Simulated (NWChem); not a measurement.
The numbers come from NWChem runs, not from measurements. System: HSi (+1), charge 1, spin multiplicity 1, at a geometry optimised with PBE/def2-SVP. The structure started from a generated list of species. Level: B3LYP/def2-SVPD, VWN1-RPA local correlation.

Job file:

```
start mol
memory heap 200 mb stack 900 mb global 1100 mb
charge 1
geometry units angstroms nocenter noautoz
  Si     0.000000     0.000000     0.102796
  H      0.000000     0.000000    -1.439142
  symmetry group C2v
end
basis spherical
  * library def2-svpd
end
dft
  xc b3lyp
  semidirect memsize 60000000 filesize 0
  iterations 100
end
property
  dipole
  response 1 0.0
end
task dft property
```

Part of the output:

```
             Northwest Computational Chemistry Package (NWChem) 7.3.0
             --------------------------------------------------------

                                NWChem Input Module
                                -------------------

 Scaling coordinates for geometry "geometry" by  1.889725989
 (inverse scale =  0.529177249)

 Turning off AUTOSYM since
 SYMMETRY directive was detected!

                             Geometry "geometry" -> ""
                             -------------------------

 Output coordinates in angstroms (scale by  1.889725989 to convert to a.u.)

  No.       Tag          Charge          X              Y              Z
 ---- ---------------- ---------- -------------- -------------- --------------
    1 Si                  14.0000     0.00000000     0.00000000     0.10279600
    2 H                    1.0000     0.00000000     0.00000000    -1.43914200

 Effective nuclear repulsion energy (a.u.)       4.8046558850

            Nuclear Dipole moment (a.u.)
            ----------------------------
        X                 Y               Z
 ---------------- ---------------- ----------------
     0.0000000000     0.0000000000     0.0000037795

      Symmetry information
      --------------------

 Group name             C2v
 Group number             16
 Group order               4
 No. of unique centers     2

      Symmetry unique atoms

     1    2


 Summary of "ao basis" -> "" (spherical)
 ------------------------------------------------------------------------------
       Tag                 Description            Shells   Functions and Types
 ---------------- ------------------------------  ------  ---------------------
 *                         def2-svpd                  on all atoms

                              NWChem Property Module
                              ----------------------

                                 NWChem DFT Module
                                 -----------------

 Summary of "ao basis" -> "ao basis" (spherical)
 ------------------------------------------------------------------------------
       Tag                 Description            Shells   Functions and Types
[...]
     2   0 1 1     -0.000000     -0.000000     -0.000000      0.000000
     2   0 0 2     -8.599482     -8.261958     -8.261958      7.924434

 *** CALLING NEW AORESP DRIVER FOR CLOSED AND OPEN SHELLS ***
 Entering AOResponse driver routine

--------------------------------------------------------------------------------

          ****************
          *** RESPONSE ***
          ****************

 Response module for NWChem and dynamic CPKS solver

          -----------------------------------------------
          Solving response equations for perturbing field
          -----------------------------------------------

 number of frequencies:     1
 frequency in a.u.:  0.0000000E+00
 Perturbing field: electric
 Using El. Dipole Length Gauge

 Setting up CPKS with frequency omega =      0.00000000 a.u.

 STATIC response

                                NWChem CPHF Module
                                ------------------

  scftype          =     RHF
  nclosed          =        7
  nopen            =        0
  variables        =      175
  # of vectors     =        3
  tolerance        = 0.10D-03
  level shift      = 0.00D+00
  max iterations   =       50
  max subspace     =       30

  int2e_file: Failed to allocate cache ... halving
 SCF residual:    1.3005822587694190E-006

Iterative solution of linear equations
  No. of variables      175
  No. of equations        3
  Maximum subspace       30
        Iterations       50
       Convergence  1.0D-04

   iter   nsub   residual    time
   ----  ------  --------  ---------
     1      3    2.35D+00       0.9
     2      6    4.28D-01       1.2
     3      9    1.61D-02       1.5
     4     12    1.46D-03       1.8
     5     15    1.21D-04       2.1
     6     18    3.64D-06       2.4

 Electric Dipole Response Matrix (nonzero elements):

              1        2        3
    1   19.3849  -0.0000   0.0000
    2   -0.0000  19.3849  -0.0000
    3    0.0000  -0.0000  24.0650

 ------------------------------------------
 average:        20.94498 + I       0.00000

 DFT Linear Response polarizability / au
 Frequency  =       0.0000000 / au
 Wavelength = -999999.0000000 / nm
              X              Y              Z
 -----------------------------------------------
 X      19.3849442     -0.0000000      0.0000000
 Y      -0.0000000     19.3849442     -0.0000000
 Z       0.0000000     -0.0000000     24.0650393
 -----------------------------------------------
 Eigenvalues =      19.3849442     19.3849442     24.0650393
 Isotropic   =      20.9449759
 Anisotropic =       4.6800951
 -----------------------------------------------

 Magnetic Dipole Response Matrix (nonzero elements):
 Optical rotation tensor Beta

 *** static G'=0. Use GPRIME input with finite omega
 *** or better ORBETA without GPRIME for small or zero freq.

 zero matrix

 ------------------------------------------
 average:         0.00000 + I       0.00000

 Exiting AOResponse driver routine

          -------------
          Dipole Moment
          -------------

 Center of charge (in au) is the expansion point
         X =       0.0000000 Y =       0.0000000 Z =       0.0000003

   Dipole moment        0.0681622542 A.U.
             DMX        0.0000000053 DMXEFC        0.0000000000
             DMY       -0.0000000057 DMYEFC        0.0000000000
             DMZ       -0.0681622542 DMZEFC        0.0000000000
   -EFC- dipole         0.0000000000 A.U.
   Total dipole         0.0681622542 A.U.

   Dipole moment        0.1732524783 Debye(s)
             DMX        0.0000000134 DMXEFC        0.0000000000
             DMY       -0.0000000144 DMYEFC        0.0000000000
             DMZ       -0.1732524783 DMZEFC        0.0000000000
   -EFC- dipole         0.0000000000 DEBYE(S)
   Total dipole         0.1732524783 DEBYE(S)

 1 a.u. = 2.541766 Debyes

 Task  times  cpu:        2.4s     wall:        2.4s

 Total times  cpu:        2.5s     wall:        2.5s
```
